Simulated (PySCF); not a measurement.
**What the low excited states add to the polarisability**

Compound: C₄H₁₁GaO.
Cartesian coordinates in Å at the PBE0-D3(BJ)/def2-SVP level; atoms count from 1:
```
atom  x, y, z in Å
C1     1.1759    1.2423   -2.2875
C2     0.6610    0.1816   -1.6660
C3     0.1759    0.1998   -0.2529
O4    -1.1674   -0.2641   -0.1226
C5    -2.1470    0.5577   -0.7303
Ga6   -1.5156   -2.3620   -0.0124
H7     1.2527    2.2150   -1.7897
H8     1.5532    1.1780   -3.3112
H9     0.5905   -0.7846   -2.1800
H10    0.2425    1.2132    0.1807
H11    0.7677   -0.4851    0.3733
H12   -3.1244    0.1269   -0.4813
H13   -2.0198    0.5895   -1.8241
H14   -2.0796    1.5803   -0.3243
H15   -1.2769   -2.7255   -1.5357
H16   -3.0054   -2.2757    0.5026
H17   -0.3472   -2.6696    1.0062
```

Computed with PySCF 2.14.0, density-fitted response routines, TDDFT CAM-B3LYP/def2-SVPD, vertical, gas phase, core orbitals frozen in the response. The CAM-B3LYP/def2-SVPD calculation is non-relativistic and has no spin–orbit coupling, an omission that weighs most on gallium.

Excitation energies and transition dipoles (atomic units, axes of the coordinates) of those of the lowest 10 singlets that add 0.02 au or more to the mean polarisability:

```csv
state,ΔE (hartree),μx,μy,μz
S2,0.2429,0.173,0.076,-0.043
S3,0.2603,-0.186,-0.210,0.090
S4,0.2680,0.197,-0.001,-0.965
S5,0.2718,-0.867,-0.922,0.612
S6,0.2738,-0.619,0.481,-0.431
S7,0.2791,-0.247,-0.190,0.304
S8,0.2844,-0.213,-0.041,-0.025
S9,0.2868,0.565,0.218,-0.192
S10,0.2958,-0.346,-0.059,0.084
```

Q: What does each state add to αxx, αyy and αzz, and how do the sums compare with the full static tensor?

A: Each state adds 2 μα² / ΔE.

```tsv
state	αxx (au)	αyy (au)	αzz (au)
S2	0.25	0.05	0.02
S3	0.26	0.34	0.06
S4	0.29	0.00	6.94
S5	5.53	6.26	2.76
S6	2.80	1.69	1.36
S7	0.44	0.26	0.66
S8	0.32	0.01	0.00
S9	2.22	0.33	0.26
S10	0.81	0.02	0.05
all 10 states	12.9	9.0	12.1
full response	89.0	91.3	85.8
share (%)	15	10	14
```

The rest comes from the higher roots of the same response equations.

Q: Give the full tensor and its principal values.

A: In au, rows and columns x, y, z:
```
x   89.0  8.2 -7.8
y    8.2 91.3 -8.9
z   -7.8 -8.9 85.8
```
Principal values 78.7, 81.8 and 105.5 au; mean 88.7 au (13.14 Å³).

Q: By how much does the contribution of these states grow at 589.3 nm?

A: With ω = 0.0773 hartree each state's term in the mean polarisability goes from f / ΔE² to f / (ΔE² − ω²), f = (2/3) ΔE |μ|²; the sum over all 10 states goes from 11.35 to 12.34 au, a rise of 0.99 au.

Hardware: one thread, Arm Neoverse V1, shared host. Cost: 5.8 min wall.

One conformer stands for the species.
